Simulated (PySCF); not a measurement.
Structure problem from calculated spectra and properties.

Elements present: C, H, N, O and Si. Monoisotopic mass: 181.0047 u.

| Property | Result |
| --- | --- |
| UV, strongest line | among the 10 lowest singlet transitions: S9 at 7.97 eV (156 nm, f = 0.133) [TDDFT CAM-B3LYP/def2-SVPD] |
| Polarisability | 116.2 au [CAM-B3LYP/def2-SVPD] |
| Rotational structure | rotational constants A, B, C: 2.173, 0.385, 0.339 GHz [PBE0-D3(BJ)/def2-SVP] |
| Dipole | 3.09 D [CAM-B3LYP/def2-SVPD] |
| 13C NMR | chemical shifts (computed TMS as zero) by class: 185.9 (1 C), 23.2 (1 C) ppm [GIAO HF/pcSseg-1] |
| Triplet | lowest triplet excitation (Tamm–Dancoff): 5.26 eV [TDA CAM-B3LYP/def2-SVPD] |
| 1H NMR | chemical shifts (computed TMS as zero) by class: 4.78 (2 H), 4.54 (3 H), 4.29 (2 H), 4.27 (1 H), 2.03 (3 H) ppm [GIAO HF/pcSseg-1] |

Electronic properties: PySCF, gas phase, density fitting. Levels stand in brackets. Geometry: PBE0-D3(BJ)/def2-SVP, one conformer, isolated molecule. Each NMR value is the plain mean over a class of atoms that symmetry, rotation or inversion makes alike.

Question: Which formula fits the mass and the elements?

Answer: C2H11NO3Si3 (calculated 181.0047). No other formula that holds each of these elements comes within 0.0003 u with a fitting electron parity and a possible valence count.

Question: What is the compound? Reason from the data.

Answer: Numbering: `[CH3:1][C:2](=[O:3])[NH:4][SiH2:5][O:6][SiH2:7][O:8][SiH3:9]`. Its formula, C2H11NO3Si3, gives 1 degree of unsaturation: 0 rings and 1 π bond in the structure found. 2 carbons fall into 2 classes; from least to most shielded: amide carbonyl carbon [C2] (185.9 ppm), methyl carbon next to a carbonyl [C1] (23.2 ppm). Hydrogen classes from least to most shielded: 2 H on an oxygen-bound silicon, Si5 (4.78 ppm), 3 H on an oxygen-bound silicon, Si9 (4.54 ppm), 2 H on an oxygen-bound silicon, Si7 (4.29 ppm), 1 H on an amide nitrogen, N4 (4.27 ppm), 3 H on a methyl carbon next to a carbonyl, C1 (2.03 ppm). The optimised geometry has point group C1 and is an asymmetric top. Structure: `CC(=O)N[SiH2]O[SiH2]O[SiH3]`. The assignments are read from this structure; whether some other isomer fits the data as well wasn't checked.
